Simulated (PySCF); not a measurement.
Positional isomers: silole boryl. Isolated molecules, 0 K electronic values unless said otherwise. One relaxed conformer stands for each flexible species; it need not be the lowest. Strings in code marks are SMILES.

Level of theory: PBE-D3(BJ)/def2-TZVP // r2SCAN-D4/def2-TZVP run with PySCF 2.14.0. All candidates: neutral, multiplicity 1. Excitations are Tamm–Dancoff values on a coarser integration grid. The basis has no diffuse functions, so Rydberg states are missing or too high.

```yaml
S1 excitation (TDA): 3.46 eV
LUMO: -3.10 eV
HOMO: -6.06 eV
```

**Question.** Which member has these values?
A. `BC1=C[SiH2]C=C1`
B. `B[SiH]1C=CC=C1`
C. `BC1=CC=C[SiH2]1`

**Answer.** B, `B[SiH]1C=CC=C1`. The others give `BC1=C[SiH2]C=C1`: 3.41 eV, -3.53 eV, -6.21 eV; `BC1=CC=C[SiH2]1`: 3.53 eV, -3.50 eV, -6.45 eV
